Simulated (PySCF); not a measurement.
Molfile (atoms numbered from 1):
```
C6H10FN3
     RDKit          3D

 20 20  0  0  0  0  0  0  0  0999 V2000
   -2.2770    1.1161   -0.0470 C   0  0  0  0  0  0  0  0  0  0  0  0
   -2.3865   -0.3982   -0.1013 C   0  0  0  0  0  0  0  0  0  0  0  0
   -1.2819   -1.1124    0.6632 C   0  0  0  0  0  0  0  0  0  0  0  0
    0.0336   -0.7969    0.1494 N   0  0  0  0  0  0  0  0  0  0  0  0
    0.8994   -0.0727    0.8232 N   0  0  0  0  0  0  0  0  0  0  0  0
    1.9502    0.0525    0.0102 C   0  0  0  0  0  0  0  0  0  0  0  0
    3.1923    0.7935    0.3527 C   0  0  0  0  0  0  0  0  0  0  0  0
    1.6118   -0.6421   -1.1634 C   0  0  0  0  0  0  0  0  0  0  0  0
    2.3421   -0.7955   -2.2451 F   0  0  0  0  0  0  0  0  0  0  0  0
    0.4078   -1.1651   -1.0592 N   0  0  0  0  0  0  0  0  0  0  0  0
   -2.3318    1.4876    0.9885 H   0  0  0  0  0  0  0  0  0  0  0  0
   -1.3218    1.4623   -0.4707 H   0  0  0  0  0  0  0  0  0  0  0  0
   -3.0861    1.5928   -0.6196 H   0  0  0  0  0  0  0  0  0  0  0  0
   -3.3502   -0.7316    0.3181 H   0  0  0  0  0  0  0  0  0  0  0  0
   -2.3639   -0.7463   -1.1468 H   0  0  0  0  0  0  0  0  0  0  0  0
   -1.4138   -2.2037    0.6133 H   0  0  0  0  0  0  0  0  0  0  0  0
   -1.2598   -0.8111    1.7194 H   0  0  0  0  0  0  0  0  0  0  0  0
    3.6613    0.3838    1.2596 H   0  0  0  0  0  0  0  0  0  0  0  0
    2.9830    1.8578    0.5376 H   0  0  0  0  0  0  0  0  0  0  0  0
    3.9150    0.7237   -0.4709 H   0  0  0  0  0  0  0  0  0  0  0  0
  1  2  1  0
  2  3  1  0
  3  4  1  0
  4  5  1  0
  5  6  2  0
  6  7  1  0
  6  8  1  0
  8  9  1  0
  8 10  2  0
 10  4  1  0
  1 11  1  0
  1 12  1  0
  1 13  1  0
  2 14  1  0
  2 15  1  0
  3 16  1  0
  3 17  1  0
  7 18  1  0
  7 19  1  0
  7 20  1  0
M  END
```

Geometry: PBE0-D3(BJ)/def2-SVP; GIAO shifts from PySCF, gas phase, non-relativistic, averaged over equivalent atoms.

At PBE/pcSseg-1 (220 basis functions, 46 s wall time on 1 thread of an Arm Neoverse V2, shared host):
| atoms | δ (ppm) |
| --- | --- |
| C8 | 165.9 |
| C6 | 125.0 |
| C3 | 59.6 |
| C2 | 27.6 |
| C1 | 12.5 |
| C7 | 9.1 |
| N5 | 363.9 |
| N10 | 315.8 |
| N4 | 254.1 |
| F9 | -170.5 |
| H16/H17 | 3.98 |
| H18/H19/H20 | 2.18 |
| H14/H15 | 1.80 |
| H11/H12/H13 | 0.65 |

δ = σ(ref) − σ, references computed at the same level: TMS for $^{13}$C (σ = 180.03 ppm) and $^{1}$H (σ = 31.20 ppm); $^{15}$N (σ = 265.06 ppm) against NH3; $^{19}$F (σ = 144.73 ppm) vs CFCl3.

Task: Predict the values at PBE0/pcSseg-1 on the same geometry.

Result: 
```
      atoms  δ at PBE0/pcSseg-1  change
         C8               167.1    +1.2
         C6               128.2    +3.2
         C3                57.7    -1.9
         C2                26.0    -1.6
         C1                12.2    -0.3
         C7                 9.1    +0.0
         N5               373.7    +9.8
        N10               324.9    +9.1
         N4               256.5    +2.4
         F9              -154.8   +15.7
    H16/H17                3.98   +0.00
H18/H19/H20                2.26   +0.08
    H14/H15                1.74   -0.06
H11/H12/H13                0.64   -0.01
```

References, each an isolated molecule treated in the same way: TMS for $^{13}$C (σref 184.41) and $^{1}$H (σref 31.27); NH3 for $^{15}$N (σref 265.67); CFCl3 for $^{19}$F (σref 177.25).

The largest change is at F9 (aryl fluorine). Cost: 220 basis functions, 32 s wall time on 1 thread of an Arm Neoverse V2, shared host. The order of the carbon signals is the same at both levels.

Unscaled 19F shifts against computed CFCl3 carry errors that often reach 10 to 50 ppm. Experimental scales use liquid or dissolved standards, which lie at an offset from isolated NH3 (liquid NH3: subtract about 20 ppm). Unscaled 15N shifts of sp2 nitrogen come out 20 to 40 ppm too high even then.
